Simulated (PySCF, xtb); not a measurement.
GaH3O2Se, SMILES [OH][Ga]([OH])[SeH].

xtb with GFN2-xTB at its own geometry gives an orbital gap of 3.34 eV and a dipole moment of 0.71 D.

Geometry optimised at PBE0-D3(BJ)/def2-SVP. Other conformers were not sampled.

What does PBE/def2-TZVP run with PySCF give? (The exact figures need the calculation; the answer reports its results.)

gap 4.45 eV (levels -6.28 and -1.83 eV), dipole 0.90 D.
